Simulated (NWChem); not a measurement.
System: SiPH5O; SMILES O[SiH2]P

The following NWChem deck was run.

```
start job
memory heap 200 mb stack 900 mb global 1100 mb
geometry units angstroms noautosym nocenter noautoz
  Si    -0.505657     0.645000     0.010615
  O      0.718743     1.776797     0.103509
  P      0.092331    -1.546551     0.039537
  H     -1.341671     0.892721     1.208404
  H     -1.324190     0.814640    -1.225424
  H      1.365607     1.776176    -0.615908
  H      1.104381    -1.417631     1.033220
  H      1.005715    -1.471998    -1.053077
end
basis spherical
  * library pcsseg-1
end
dft
  xc kt2
  iterations 150
end
property
  shielding
end
task dft property
```

NWChem printed, in part:

```
             Northwest Computational Chemistry Package (NWChem) 7.3.0
             --------------------------------------------------------

                             Geometry "geometry" -> ""
                             -------------------------

 Output coordinates in angstroms (scale by  1.889725989 to convert to a.u.)

  No.       Tag          Charge          X              Y              Z
 ---- ---------------- ---------- -------------- -------------- --------------
    1 Si                  14.0000    -0.50565700     0.64500000     0.01061500
    2 O                    8.0000     0.71874300     1.77679700     0.10350900
    3 P                   15.0000     0.09233100    -1.54655100     0.03953700
    4 H                    1.0000    -1.34167100     0.89272100     1.20840400
    5 H                    1.0000    -1.32419000     0.81464000    -1.22542400
    6 H                    1.0000     1.36560700     1.77617600    -0.61590800
    7 H                    1.0000     1.10438100    -1.41763100     1.03322000
    8 H                    1.0000     1.00571500    -1.47199800    -1.05307700

 Effective nuclear repulsion energy (a.u.)     152.0914878820

                              NWChem Property Module
                              ----------------------

  itol2e modified to match energy
  convergence criterion.

                                 NWChem DFT Module
                                 -----------------

 Summary of "ao basis" -> "ao basis" (spherical)
 ------------------------------------------------------------------------------
       Tag                 Description            Shells   Functions and Types
 ---------------- ------------------------------  ------  ---------------------
 Si                         pcsseg-1                10       24   4s5p1d
 O                          pcsseg-1                 7       17   3s3p1d
 P                          pcsseg-1                10       24   4s5p1d
 H                          pcsseg-1                 3        5   2s1p

  itol2e modified to match energy
  convergence criterion.

            General Information
            -------------------
          SCF calculation type: DFT
          Wavefunction type:  closed shell.
          No. of atoms     :     8
          No. of electrons :    42
           Alpha electrons :    21
            Beta electrons :    21
          Charge           :     0
          Spin multiplicity:     1
          Use of symmetry is: off; symmetry adaption is: off
          Maximum number of iterations: 150
          AO basis - number of functions:    90
                     number of shells:    42
          Convergence on energy requested:  1.00D-07
          Convergence on density requested:  1.00D-05
          Convergence on gradient requested:  5.00D-04

              XC Information
              --------------
                          KT2 Method XC Functional
                        Slater Exchange Functional  1.072 local
                           KT1 gradient correction  1.000 non-local
            Perdew 1991 LDA Correlation Functional  0.577 local

             Grid Information
             ----------------
          Grid used for XC integration:  fine
          Radial quadrature: Mura-Knowles
          Angular quadrature: Lebedev.
          Tag              B.-S. Rad. Rad. Pts. Rad. Cut. Ang. Pts.
          ---              ---------- --------- --------- ---------
          Si                  1.10      123          10.0       770
          O                   0.60       70          10.0       590
          P                   1.00      123          11.0       770
          H                   0.35       60          11.0       590
          Grid pruning is: on
          Number of quadrature shells:   616
          Spatial weights used:  Erf1

      Superposition of Atomic Density Guess
      -------------------------------------

 Sum of atomic energies:        -706.67673134

[...]

          -----------------------------------------
          Chemical Shielding Tensors (GIAO, in ppm)
          -----------------------------------------

                                NWChem CPHF Module
                                ------------------

  scftype          =     RHF
  nclosed          =       21
  nopen            =        0
  variables        =     1449
  # of vectors     =        3
  tolerance        = 0.10D-03
  level shift      = 0.00D+00
  max iterations   =       50
  max subspace     =       30

 SCF residual:    2.0527201360261102E-005

Iterative solution of linear equations
  No. of variables     1449
  No. of equations        3
  Maximum subspace       30
        Iterations       50
       Convergence  1.0D-04

   iter   nsub   residual    time
   ----  ------  --------  ---------
     1      3    1.19D-05      16.7

      Atom:    1  Si
        Diamagnetic
    882.5583      1.4069     -0.2003
      1.4069    887.4893      0.1631
     -0.2003      0.1631    878.7849

        Paramagnetic
   -453.7671     44.4404     -6.1910
     44.4404   -487.3693     -2.3687
     -6.1910     -2.3687   -603.3995

        Total Shielding Tensor
    428.7912     45.8473     -6.3913
     45.8473    400.1200     -2.2056
     -6.3913     -2.2056    275.3854

           isotropic =     368.0989
          anisotropy =     141.9234

          Principal Components and Axis System
                 1           2           3
              462.7145    366.4634    275.1188

      1         0.8057     -0.5909      0.0408
      2         0.5913      0.8064      0.0027
      3        -0.0345      0.0219      0.9992

      Atom:    2  O
        Diamagnetic
    399.2548     14.8059     -8.9520
     14.8059    389.6996      1.3150
     -8.9520      1.3150    384.4111

        Paramagnetic
   -146.2094    -39.3719     -2.3033
    -39.3719    -83.9304      3.1193
     -2.3033      3.1193    -91.5321

        Total Shielding Tensor
    253.0454    -24.5661    -11.2552
    -24.5661    305.7692      4.4343
    -11.2552      4.4343    292.8789

           isotropic =     283.8979
          anisotropy =      51.5130

          Principal Components and Axis System
                 1           2           3
              318.2399    291.6416    241.8121

      1        -0.3820     -0.0406      0.9233
      2         0.8666     -0.3628      0.3426
      3         0.3210      0.9310      0.1737

      Atom:    3  P
        Diamagnetic
    967.4679     -1.9772     -0.0289
     -1.9772    972.7637     -0.0340
     -0.0289     -0.0340    968.3427

        Paramagnetic
   -401.4234    -24.6972      9.4243
    -24.6972   -394.1636     -1.8482
      9.4243     -1.8482   -415.1874

        Total Shielding Tensor
    566.0444    -26.6744      9.3953
    -26.6744    578.6001     -1.8822
      9.3953     -1.8822    553.1553

           isotropic =     565.9333
          anisotropy =      52.3923

          Principal Components and Axis System
                 1           2           3
              600.8615    555.5560    541.3824

      1        -0.6267      0.3028      0.7180
      2         0.7640      0.4203      0.4896
      3        -0.1536      0.8554     -0.4947

      Atom:    4  H
        Diamagnetic
     29.1482     -1.8619     -7.3020
     -1.8619     25.7488      2.5283
     -7.3020      2.5283     31.6824

        Paramagnetic
     -1.7962      1.2903      3.3618
      1.2903     -0.4709     -1.1704
      3.3618     -1.1704     -6.4656

        Total Shielding Tensor
     27.3520     -0.5716     -3.9402
     -0.5716     25.2779      1.3579
     -3.9402      1.3579     25.2168

           isotropic =      25.9489
          anisotropy =       7.0869

          Principal Components and Axis System
                 1           2           3
               30.6736     25.1461     22.0271

      1         0.7599      0.3262      0.5622
      2        -0.2332      0.9442     -0.2326
      3        -0.6068      0.0457      0.7936

      Atom:    5  H
        Diamagnetic
     28.5487     -1.3672      7.5103
     -1.3672     24.9741     -1.9826
      7.5103     -1.9826     32.0377

        Paramagnetic
     -1.4213      0.9894     -3.3811
      0.9894     -0.0915      0.7338
     -3.3811      0.7338     -7.2449

        Total Shielding Tensor
     27.1274     -0.3778      4.1291
     -0.3778     24.8826     -1.2488
      4.1291     -1.2488     24.7928

           isotropic =      25.6009
          anisotropy =       7.2784

          Principal Components and Axis System
                 1           2           3
               30.4532     24.8611     21.4886

      1         0.7732      0.2877     -0.5651
      2        -0.1882      0.9551      0.2288
      3         0.6056     -0.0705      0.7927

      Atom:    6  H
        Diamagnetic
     35.1135      4.5320    -11.4012
      4.5320     25.1242     -1.2832
    -11.4012     -1.2832     31.3758

        Paramagnetic
     -1.5144     -1.2377      3.3833
     -1.2377      1.5636      0.5136
      3.3833      0.5136      0.6944

        Total Shielding Tensor
     33.5992      3.2944     -8.0179
      3.2944     26.6879     -0.7696
     -8.0179     -0.7696     32.0703

           isotropic =      30.7858
          anisotropy =      16.0499

          Principal Components and Axis System
                 1           2           3
               41.4857     27.1806     23.6910

      1         0.7383      0.2452      0.6284
      2         0.1979      0.8118     -0.5493
      3        -0.6448      0.5299      0.5508

      Atom:    7  H
        Diamagnetic
     31.1104     -1.3060      8.9438
     -1.3060     25.1326     -0.5355
      8.9438     -0.5355     30.6692

        Paramagnetic
     -0.6760      0.3876     -3.4915
      0.3876      0.9812     -0.0225
     -3.4915     -0.0225      0.4883

        Total Shielding Tensor
     30.4345     -0.9183      5.4524
     -0.9183     26.1137     -0.5580
      5.4524     -0.5580     31.1575

[...]
```

Level: KT2/pcSseg-1, GIAO. Geometry: optimised at B3LYP/6-31G* (spherical d). The printed shielding anisotropy is the first printed principal value minus the mean of the other two.
